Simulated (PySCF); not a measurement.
C₃H₉BO.
Z-matrix (Å and degrees, PBE0-D3(BJ)/def2-SVP geometry), rows numbered from 1:
```
C 
C   1  1.5236
B   2  1.5763  1  115.43
O   3  1.3510  2  123.11  1   179.69
C   4  1.4051  3  123.00  2    -0.11
H   1  1.1013  2  111.24  3    61.84
H   1  1.1014  2  111.30  3   -57.03
H   1  1.1011  2  112.43  3  -177.66
H   2  1.1080  1  110.46  3  -122.96
H   2  1.1081  1  110.51  3   122.93
H   3  1.2149  2  122.56  1    -0.21
H   5  1.0991  4  108.33  3   178.01
H   5  1.1026  4  111.73  3    58.55
H   5  1.1027  4  111.55  3   -62.70
```

Level: PBE0/pcSseg-1 in PySCF, non-relativistic, on one gas-phase PBE0-D3(BJ)/def2-SVP geometry that isn't relaxed in the solvent. The solvent is an IEF-PCM continuum (van der Waals radii × 1.2). Specific hydrogen bonds and non-electrostatic terms are outside this model.

```
run  E − E(gas) (kcal/mol)  HOMO (eV)  HOMO–LUMO gap (eV)  dipole (D)
gas                   0.00      -7.98                8.12        2.01
  P                  -2.78      -7.98                8.12        2.58
  Q                  -1.98      -7.97                8.12        2.41
```

Q: The runs were made in acetonitrile and chloroform. Which run belongs to which solvent?

A: P = acetonitrile, Q = chloroform. The dielectric constants are 4.711 (chloroform), 35.69 (acetonitrile), and the energy falls further as ε rises. In this model the ground state sees the solvent through ε alone.

Q: How constant is the ratio of the lowering to (ε − 1)/(2ε + 1)?

A: 
```
     solvent  (ε − 1)/(2ε + 1)  E − E(gas) (kcal/mol)  ratio (kcal/mol)  polarisation term (kcal/mol)
  chloroform             0.356                  -1.98              -5.6                         -2.20
acetonitrile             0.479                  -2.78              -5.8                         -3.23
```

The ratio changes by +4.3 % in size from chloroform to acetonitrile. The polarisation term is half the interaction of the solute with the induced surface charges.

On Arm Neoverse V1, one thread, shared host, this took 11 s of wall time and 0.67 GiB of memory at its peak. This is the whole shielding run at PBE0/pcSseg-1 in acetonitrile, SCF included.
